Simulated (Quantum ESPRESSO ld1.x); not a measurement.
Values are calculated unless marked as measured or tabulated.
The mean radii <r> (bohr) of the occupied orbitals of an atom or ion are listed with their occupations. Level of theory: Dirac Kohn-Sham, HCTH/120, spin-unpolarised, spherical densities, point nucleus (ld1.x of Quantum ESPRESSO 7.5).

| orbital | occ. | <r> |
|---|---|---|
| 1s1/2 | 2 | 0.01804 |
| 2s1/2 | 2 | 0.07558 |
| 2p1/2 | 2 | 0.06246 |
| 2p3/2 | 4 | 0.07053 |
| 3s1/2 | 2 | 0.1969 |
| 3p1/2 | 2 | 0.1869 |
| 3p3/2 | 4 | 0.2018 |
| 3d3/2 | 4 | 0.1763 |
| 3d5/2 | 6 | 0.1809 |
| 4s1/2 | 2 | 0.4402 |
| 4p1/2 | 2 | 0.4446 |
| 4p3/2 | 4 | 0.4780 |
| 4d3/2 | 4 | 0.4925 |
| 4d5/2 | 6 | 0.5039 |
| 5s1/2 | 2 | 1.035 |
| 5p1/2 | 2 | 1.133 |
| 4f5/2 | 6 | 0.5728 |
| 5p3/2 | 4 | 1.234 |
| 4f7/2 | 8 | 0.5815 |
| 5d3/2 | 2 | 1.735 |
| 5d5/2 | 3 | 1.792 |

Name the element and its charge. Open shells, if any, are shared by 2j + 1.

Answer. Z = 75, rhenium, charge +2: Re2+ in [Xe] 4f14 5d5. The 1s radius gives Z: for a bare nucleus <r> = (2 gamma + 1)/(2Z) with gamma = sqrt(1 - (Z/c)^2), 0.01783 bohr for Z = 75, and screening makes it slightly larger (0.01804 here). The occupations add up to 73, and the charge is Z minus that.
